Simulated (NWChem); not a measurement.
# SiI₂Cl₂; SMILES I[Si](Cl)(Cl)I

def2 effective core potentials on I; no spin-orbit coupling.

Question: Give the equilibrium geometry at PBE0/def2-SVP with def2 effective core potentials on I (NWChem) as a list of bonds and angles, with the point group.

Answer: point group C2v; any orientation.
Bond lengths (Å): Cl1–Si2 2.049, Si2–Cl3 2.049, Si2–I4 2.428, Si2–I5 2.428. Angles (°): Cl1–Si2–Cl3 108.2, Cl1–Si2–I4 109.4, Cl1–Si2–I5 109.4, Cl3–Si2–I4 109.4, Cl3–Si2–I5 109.4, I4–Si2–I5 110.9.
